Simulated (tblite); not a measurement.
A tight-binding relaxation on `C[C@@]12C=[C][C@@H]1C=C2Cl` [radical].

Computed with GFN2-xTB geometry optimisation, gas phase (tblite 0.8.0). Start geometry: from a force field or distance geometry. The command runs a driver script over a list of jobs; the input below is this job's line of settings and its coordinates in Å.

Command:
```bash
OMP_NUM_THREADS=1 python probes_run.py task.json out
```

Input:
```
{"job": {"kind": "relax", "xc": "GFN2-xTB", "basis": "xTB"}, "charge": 0, "multiplicity": 2}
C     -0.106000     1.223600    -1.193600
C     -0.261600     0.250300    -0.069500
C     -1.833700    -0.552700     0.130500
C     -0.970000    -1.414500    -0.031400
C      0.389000    -1.458900    -0.149600
C      1.211300    -0.929800     1.006200
C      0.668500     0.297200     1.156500
Cl     0.991300     1.593300     2.345200
H     -0.597400     0.854800    -2.099800
H     -0.574300     2.186200    -0.928600
H      0.935200     1.404500    -1.435700
H     -2.706600    -0.374600     0.763400
H      0.865400    -1.644400    -1.109100
H      1.988200    -1.435300     1.593400
```

Output:
```
step      E/eV     max force
  0    -607.09711    5.160
  1    -607.56771    5.943
  2    -608.11141    4.047
  3    -608.60185    3.556
  4    -608.89336    2.143
  5    -609.14036    2.102
  6    -609.24326    0.959
  7    -609.29345    0.789
  8    -609.35233    0.671
  9    -609.37937    0.521
... (24 lines left out)
 34    -609.45071    0.018
 35    -609.45075    0.016
 36    -609.45080    0.022
 37    -609.45087    0.024
 38    -609.45094    0.022
 39    -609.45099    0.014
 40    -609.45101    0.015
 41    -609.45104    0.015
 42    -609.45106    0.013
 43    -609.45108    0.008
```

«max force» is the largest atomic force in eV/Å.

From which step on does the largest force stay under 0.1 eV/Å, and how much energy is left to gain from there?

From step 19 (0.084 eV/Å), 7.0 meV above the end.

In short: energy lowered by 54.3 kcal/mol over 43 steps; largest atomic force 0.008 eV/Å at the end.

Give the final coordinates.

0.190 Å rms from the input after alignment:
```
atom  x, y, z in Å
C1    -0.1683    1.2023   -1.1695
C2    -0.2200    0.1827   -0.0662
C3    -1.5537   -0.4854    0.2557
C4    -1.0233   -1.6773    0.0533
C5     0.4017   -1.2599   -0.2078
C6     1.2089   -0.9422    1.0223
C7     0.6933    0.2821    1.1391
Cl8    0.8458    1.5569    2.2572
H9    -0.6941    0.8342   -2.0480
H10   -0.6444    2.1237   -0.8382
H11    0.8647    1.4145   -1.4384
H12   -2.5049   -0.0783    0.5230
H13    0.8996   -1.6196   -1.0985
H14    1.8941   -1.5341    1.5939
```

On one thread, Arm Neoverse V1 (aarch64) (shared host), this took 0.29 s wall.
Labels such as C1 count atoms from 1, the log's own numbers from 0.
